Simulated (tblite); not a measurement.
CH5F3O2SSi2.
Numbering: `[O:1]=[S:2](=[O:3])([SiH2:4][SiH3:5])[C:6]([F:7])([F:8])[F:9]` (hydrogens: H10, H11 on Si4; H12, H13, H14 on Si5)

Structure optimised with GFN2-xTB, isolated species.

Q: Give the optimised bond lengths and angles.

A: 
```
            bond  length (Å)
    O1=S2, S2=O3       1.445
          S2–Si4       2.201
         Si4–Si5       2.329
           S2–C6       1.897
    C6–F7, C6–F9       1.339
           C6–F8       1.320
Si4–H10, Si4–H11       1.466
Si5–H12, Si5–H14       1.472
         Si5–H13       1.459
```

Bonds in one row agree within 0.01 Å and their mean is given. A selection of angles:
```
      angle  degrees
   O1–S2–O3    117.1
  O1–S2–Si4    104.8
   O1–S2–C6    104.7
  O3–S2–Si4    109.7
  Si4–S2–C6    114.6
 S2–Si4–Si5     98.4
 S2–Si4–H10     98.1
Si5–Si4–H10    126.4
Si5–Si4–H11    122.6
H10–Si4–H11    105.1
Si4–Si5–H12    108.2
Si4–Si5–H13    112.1
H12–Si5–H13    110.4
H12–Si5–H14    107.6
   S2–C6–F7    107.0
   S2–C6–F8    115.6
   F7–C6–F8    109.2
   F7–C6–F9    107.1
```

Dihedral angles: O1–S2–Si4–Si5 48° (synclinal); O1–S2–C6–F7 61° (synclinal). The mirror-image conformer, all signs reversed, is as good.

The C–F distances run from 1.320 Å (C6–F8, drawn single) to 1.340 Å (C6–F7, drawn single), a spread of 0.020 Å. S2 (sulfonyl sulfur) is distorted tetrahedral (angles from 104.7° to 117.1°). Si5 (SiH3 silicon) is tetrahedral (angles from 107.6° to 112.1°). Si4 (SiH2 silicon) has angles from 97.6° to 126.4°.

Point group: C1 (no symmetry element, even within 0.4 Å). GFN2-xTB frequencies show an imaginary mode (68i cm⁻¹), so the point is no minimum at that level. 2 starts were optimised and ended at 0.00 and 0.79 kcal/mol (GFN2-xTB); the lowest of these is shown.

These are computed values.
